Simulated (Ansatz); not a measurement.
Gas-phase electronic energies from Ansatz, PBE0-D4/def2-TZVP geometries. CCSD(T)/CBS adds triple-zeta CCSD(T) − MP2 to the extrapolated MP2 energy (def2 sets, frozen cores). This one scheme is used for every species, atoms too. For atomizations the MP2-based limit and the directly extrapolated one differ by several kJ/mol either way, and by 10 to 25 for some Ge, Se and Sn compounds, so smaller differences from it don't rank the levels. Functionals use def2-TZVPP. HSE06 is defined as in plane-wave codes. Open shells (•) are unrestricted, without spin–orbit coupling. Spin–orbit coupling would lower the free atoms: a little for O, S, Si. One conformer a species, not always the lowest.

Consider the atomization: `N[Si](O)(O)S` → 5 H• + N• + 2 O• + S• + Si•.

`N[Si](O)(O)S`:

```xyz
10

N     0.624   -0.067   -1.334
Si    0.068   -0.014    0.269
O    -0.420    1.544    0.421
O     1.231   -0.480    1.320
S    -1.485   -1.367    0.835
H     0.898   -0.935   -1.762
H     0.271    0.595   -2.005
H    -0.958    1.738    1.190
H     2.103   -0.113    1.163
H    -2.331   -0.900   -0.098
```

(1) What is ΔE at CCSD(T)/CBS? (An estimate is asked.)

(2) What do these levels give: LDA (SPW92), HSE06-D4, BHLYP-D4, MP2/def2-TZVPP, SCS-MP2/def2-TZVPP, CCSD(T)/def2-TZVPP? (Estimate.)

Largest T1 diagnostic among the species: 0.012.

## Answers

(1) Ansatz gave: +38.94 eV.

(2) The calculation gave: LDA (SPW92) 44.68, HSE06-D4 38.38, BHLYP-D4 37.18, MP2/def2-TZVPP 38.47, SCS-MP2/def2-TZVPP 38.25, CCSD(T)/def2-TZVPP 37.53 eV.

The D4 term adds +0.41 eV with B3LYP and +0.21 eV with PBE0; it sums over pairs of atoms, weighted by their polarisabilities, and B3LYP, whose exchange is more repulsive, gets the larger term. At CCSD(T), def2-SVP lies −3.93 eV from the extrapolated value and def2-TZVPP −1.40 eV: correlation converges slowly with the basis, and small sets miss more of it in the bonded molecule than in its fragments. Leaving LDA and LC-ωPBE aside and taking each functional with its dispersion term where it has one, the values, not all of them listed here, spread over 2.09 eV, from BHLYP-D4 to PBE-D4. LDA lies +5.66 eV from PBE without D4, its usual overbinding.

B3LYP here is the variant with VWN-RPA as its local correlation; programs differ in this.
